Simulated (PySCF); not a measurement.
**Spinor energies of Er⁺ (erbium, charge +1)**

Start: [Xe] 4f12 5d1; 4f5/2 filled at m_j = -3/2, -1/2, +1/2, +3/2, +5/2; 4f7/2 filled at m_j = -5/2, -3/2, -1/2, +1/2, +3/2, +5/2, +7/2; 5d5/2 filled at m_j = +5/2. Calculated with PySCF 2.14 in x2c-TZVPall-2c: generalised Hartree-Fock with the X2C-1e Hamiltonian and a Gaussian nucleus; spin-orbit coupling (SO) screened by Boettger's factors. This is a chosen level, not necessarily the ground level.

```json
{"spinor shell": "1s1/2", "electrons": "2", "ε, screened SO (eV)": "-57768.4", "weight of nominal j (screened SO)": "1.000", "rms radius, screened SO (bohr)": "0.0231"}
{"spinor shell": "2s1/2", "electrons": "2", "ε, screened SO (eV)": "-9835.3", "weight of nominal j (screened SO)": "1.000", "rms radius, screened SO (bohr)": "0.0935"}
{"spinor shell": "2p1/2", "electrons": "2", "ε, screened SO (eV)": "-9349.8", "weight of nominal j (screened SO)": "1.000", "rms radius, screened SO (bohr)": "0.0798"}
{"spinor shell": "2p3/2", "electrons": "4", "ε, screened SO (eV)": "-8427.8", "weight of nominal j (screened SO)": "1.000", "rms radius, screened SO (bohr)": "0.0866"}
{"spinor shell": "3s1/2", "electrons": "2", "ε, screened SO (eV)": "-2261.2", "weight of nominal j (screened SO)": "1.000", "rms radius, screened SO (bohr)": "0.240"}
{"spinor shell": "3p1/2", "electrons": "2", "ε, screened SO (eV)": "-2048.2", "weight of nominal j (screened SO)": "1.000", "rms radius, screened SO (bohr)": "0.231"}
{"spinor shell": "3p3/2", "electrons": "4", "ε, screened SO (eV)": "-1850.2", "weight of nominal j (screened SO)": "1.000", "rms radius, screened SO (bohr)": "0.245"}
{"spinor shell": "3d3/2", "electrons": "4", "ε, screened SO (eV)": "-1490.2", "weight of nominal j (screened SO)": "1.000", "rms radius, screened SO (bohr)": "0.218"}
{"spinor shell": "4s1/2", "electrons": "2", "ε, screened SO (eV)": "-475.74", "weight of nominal j (screened SO)": "1.000", "rms radius, screened SO (bohr)": "0.541"}
{"spinor shell": "4p1/2", "electrons": "2", "ε, screened SO (eV)": "-389.76", "weight of nominal j (screened SO)": "0.998", "rms radius, screened SO (bohr)": "0.554"}
{"spinor shell": "4p3/2", "electrons": "4", "ε, screened SO (eV)": "-343.67", "weight of nominal j (screened SO)": "0.999", "rms radius, screened SO (bohr)": "0.585"}
{"spinor shell": "4d3/2", "electrons": "4", "ε, screened SO (eV)": "-202.06", "weight of nominal j (screened SO)": "0.981", "rms radius, screened SO (bohr)": "0.625"}
{"spinor shell": "4d5/2", "electrons": "6", "ε, screened SO (eV)": "-190.71", "weight of nominal j (screened SO)": "0.987", "rms radius, screened SO (bohr)": "0.636"}
{"spinor shell": "5s1/2", "electrons": "2", "ε, screened SO (eV)": "-67.240", "weight of nominal j (screened SO)": "1.000", "rms radius, screened SO (bohr)": "1.37"}
{"spinor shell": "5p1/2", "electrons": "2", "ε, screened SO (eV)": "-41.412", "weight of nominal j (screened SO)": "0.993", "rms radius, screened SO (bohr)": "1.54"}
{"spinor shell": "5p3/2", "electrons": "4", "ε, screened SO (eV)": "-35.740", "weight of nominal j (screened SO)": "0.996", "rms radius, screened SO (bohr)": "1.67"}
{"spinor shell": "4f7/2", "electrons": "7", "ε, screened SO (eV)": "-17.655", "weight of nominal j (screened SO)": "0.793", "rms radius, screened SO (bohr)": "0.918"}
{"spinor shell": "4f5/2", "electrons": "5", "ε, screened SO (eV)": "-18.935", "weight of nominal j (screened SO)": "0.892", "rms radius, screened SO (bohr)": "0.896"}
{"spinor shell": "5d5/2", "electrons": "1", "ε, screened SO (eV)": "-8.812", "weight of nominal j (screened SO)": "1.000", "rms radius, screened SO (bohr)": "3.37"}
```

(1) Where does 3d5/2 lie, and what is the 3d spin-orbit splitting (screened SO)?

```json
{"quantity": "E (hartree)", "screened SO": "-13087.26625"}
{"quantity": "M_J", "screened SO": "17/2"}
{"quantity": "⟨J²⟩", "screened SO": "80.765"}
{"quantity": "⟨L²⟩", "screened SO": "56.217"}
{"quantity": "⟨S²⟩", "screened SO": "3.829"}
```

Each row is a mean over spinors that exchange with the open shell spreads, by up to 13.091 eV (4d5/2).

Rows whose weight is well below 1 are mixtures of j = l ± 1/2: exchange outweighs spin-orbit coupling there, and the label is only the starting occupation.

Breit and QED terms are absent; they matter most for the inner s and p1/2 levels.

Densities and radii are taken from the X2C orbitals without a picture-change correction, which distorts them close to the nucleus.

## Answers

(1) At -1446.5 eV, 43.717 eV above 3d3/2.
